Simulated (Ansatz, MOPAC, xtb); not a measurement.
Diatomic BeO-, multiplicity 2 (lowest of 2S+1 = 2, 4 at CCSD(T)/def2-TZVPP on PBE0 minima; our sources give no spin for the ground state, which may be another).

The constants come from a fifth-degree fit in 1/R (seven points, main isotopes). Runs in def2 and cc sets follow the lowest solution found near the PBE0 minimum.

Codes used: Ansatz (Gaussian basis) for Hartree–Fock, density functionals and correlated methods; MOPAC for PM3, PM6, PM7 (differences of heats of formation); xtb for the GFN methods. Values without a source in brackets are computed. The GFN methods have no spin term and hold the electronic entropy of 300 K.

```
level                                  r_e (Å)  ω_e (cm⁻¹)  B_e (cm⁻¹)  ω_e x_e (cm⁻¹)
-------------------------------------  -------  ----------  ----------  --------------
PM3                                      1.315        1454        1.69             8.1
PM6                                      1.406        1570        1.48             7.5
PM7                                      1.372        1568        1.55             7.6
GFN1-xTB                                 1.360        1393        1.58              13
GFN2-xTB                                 1.440        1080        1.41              10
SVWN5/def2-TZVPP                         1.366        1385        1.57             9.5
PBE/def2-TZVPP                           1.379        1348        1.54             9.4
r2SCAN/def2-TZVPP                        1.371        1385        1.56             9.4
B97M-V/def2-TZVPP                        1.363        1411        1.57             9.8
B3LYP/def2-TZVPP                         1.364        1406        1.57             9.5
PBE0/def2-TZVPP                          1.363        1417        1.57             9.4
BHLYP/def2-TZVPP                         1.348        1476        1.61             9.3
CAM-B3LYP/def2-TZVPP                     1.356        1439        1.59             9.2
wB97X-V/def2-TZVPP                       1.364        1422        1.57             9.1
wB97M-V/def2-TZVPP                       1.361        1427        1.58             9.2
B2PLYP/def2-TZVPP                        1.372        1372        1.55            10.0
CCSD/aug-cc-pVTZ                         1.369        1412        1.56             9.1
CCSD/def2-TZVPP                          1.366        1420        1.57             8.8
CCSD/aug-cc-pVQZ                         1.363        1424        1.57             9.2
CCSD/def2-QZVPP                          1.362        1429        1.58             9.0
CCSD(T)/aug-cc-pVTZ                      1.379        1371        1.54             8.9
CCSD(T)/def2-TZVPP                       1.375        1383        1.55             8.6
CCSD(T)/aug-cc-pVQZ                      1.372        1383        1.55             9.1
CCSD(T)/def2-QZVPP                       1.371        1389        1.56             8.9
CCSD(T)/CBS(aug-cc-pVTZ, aug-cc-pVQZ)    1.370        1389        1.56             9.1
```

Correlated levels freeze the inner cores; with def2 sets outer-core shells near the valence are correlated too. CBS(a, b) extrapolates the correlation energy as X⁻³ and adds the Hartree–Fock energy of set b. The state reached by PM3, PM6, PM7 isn't checked; PM7 holds dispersion and hydrogen-bond terms.

Ansatz is an electronic-structure program.
